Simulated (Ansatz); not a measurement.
Two structures of AlN2H7O, closed shell, reached by relaxing down either side of one saddle point (PBE0-D4/def2-TZVP). Energies are electronic, without zero-point energy. Program: Ansatz 0.2.0. Basis: def2-TZVPP and def2-QZVPP. Cores are frozen in the correlated methods. Extrapolation: Hartree–Fock as exp(−7.88 √X), correlation as X^−2.97. First:

```
11
angstrom
Al 0.3798 0.1586 0.3194
O 0.6278 1.8345 0.1972
N 1.0514 -0.9866 -0.8513
N -0.5390 -0.3998 1.7169
H -1.9431 0.7854 -1.2187
H -1.6274 0.2187 -1.5926
H 1.1448 2.2546 -0.4853
H 0.9888 -1.9881 -0.7754
H 1.5959 -0.7373 -1.6594
H -0.9068 0.2149 2.4232
H -0.7721 -1.3550 1.9260
```

Second:

```csv
atom,x (Å),y (Å),z (Å)
Al1,-0.5413,-0.1613,-0.0756
O2,0.2944,1.6830,-0.2465
N3,1.0106,-0.7199,-0.9026
N4,-0.7621,-0.6014,1.6360
H5,-0.1516,2.2841,-0.8516
H6,-1.8324,0.0471,-0.9874
H7,1.0186,1.2160,-0.7364
H8,1.6766,-1.2927,-0.4028
H9,0.9495,-1.0850,-1.8431
H10,-1.6233,-0.4721,2.1403
H11,-0.0389,-0.8980,2.2697
```

(1) Which bonds change from the first to the second?

(2) Give the saddle point's structure and its height above each. (Judge from chemistry; the value comes from the calculation.)

No T1 diagnostic of these runs exceeds 0.012.

## Answers

(1) AlN₂H₅O ([NH2][Al]([NH2])[OH]) + H₂ → AlN₂H₅ ([NH2][AlH][NH2]) + H₂O (still joined by a long Al–O bond); bonds formed: Al1–H6, O2–H5; bonds broken: H5–H6; bonds weakened to dative contacts: Al1–O2.

(2) By the calculation: 1.248 eV above the first and 0.697 eV above the second (CCSD(T) at an estimated basis limit (MP2 extrapolated from triple and quadruple zeta, plus CCSD(T) − MP2 in triple zeta)).
```csv
atom,x (Å),y (Å),z (Å)
Al1,-0.1292,-0.0630,0.0147
O2,0.0599,1.7901,-0.1156
N3,1.0299,-1.0522,-0.8961
N4,-0.6227,-0.5030,1.6558
H5,-0.7767,1.3743,-0.8757
H6,-1.3481,0.4951,-1.1589
H7,0.8422,2.1310,-0.5607
H8,1.6701,-1.7052,-0.4758
H9,1.0228,-1.1710,-1.8952
H10,-0.9912,0.1496,2.3275
H11,-0.7568,-1.4458,1.9800
```

Labels in which every atom is bracketed show which atoms are joined, not bond orders.

For scale, one of the runs: CCSD(T)/def2-TZVPP, 233 basis functions, launched by `ansatz run in.yaml --threads 4 --pin off --events-out ev --progress --plain --max-ram 9574MiB`. Hardware: 4 CPU threads of an Intel Xeon, shared host. Wall time 100 s; peak host memory 4.2 GiB.
